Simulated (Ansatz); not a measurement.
Program: Ansatz. Geometries: PBE0-D4/def2-TZVP. ΔE: electronic, gas phase. CCSD(T)/CBS is the MP2 limit (def2-TZVPP, def2-QZVPP) plus CCSD(T) − MP2 in def2-TZVPP, frozen cores. This one scheme is used for every species. Functionals use def2-TZVPP. HSE06 is defined as in plane-wave codes. For Sc outer-core shells are correlated without core-valence functions, which leaves a few kJ/mol of doubt a bond. Scalar relativity is left out up to krypton. One conformer a species, not always the lowest.

Reaction (formal exchange of groups at the Sc–O bond): `[OH][Sc]([F])[Cl]` + CH₄ → `[CH3][Sc]([F])[Cl]` + H₂O

(1) Is it downhill or uphill in electronic energy at CCSD(T)/CBS, and by how much? (An estimate is asked.)

(2) What do these levels give: BLYP-D4, r2SCAN-D4, PBE0-D4, r2SCANh-D4, ωB97X-V, r2SCAN, PBE0, HSE06, CAM-B3LYP, LC-ωPBE, MP2/def2-SVP, CCSD/def2-SVP? (An estimate is asked.)

(3) What do rigid-rotor, harmonic-oscillator terms from PBE0-D4/def2-TZVP frequencies (298.15 K, 1 bar) make of the CCSD(T)/CBS value? (Best estimate.)

Largest T1 diagnostic among the species: 0.016.

Answers

(1) The calculation gave: Uphill: ΔE = +47.1 kcal/mol.

(2) Computed: BLYP-D4 49.8, r2SCAN-D4 49.1, PBE0-D4 47.2, r2SCANh-D4 48.7, ωB97X-V 48.9, r2SCAN 49.1, PBE0 47.4, HSE06 47.3, CAM-B3LYP 50.7, LC-ωPBE 48.9, MP2/def2-SVP 55.8, CCSD/def2-SVP 54.6 kcal/mol.

(3) Computed: ΔZPE = -1.5 kcal/mol, ΔH = +46.1 kcal/mol, ΔS = 36 J/(mol·K), ΔG = +43.6 kcal/mol. Modes under 50 cm⁻¹ make the entropy rough.

Leaving LDA and LC-ωPBE aside and taking each functional with its dispersion term where it has one, the values, not all of them listed here, spread over 3.4 kcal/mol, from HSE06-D4 to CAM-B3LYP-D4. At CCSD(T), def2-SVP lies +7.8 kcal/mol from the extrapolated value and def2-TZVPP +1.5 kcal/mol.
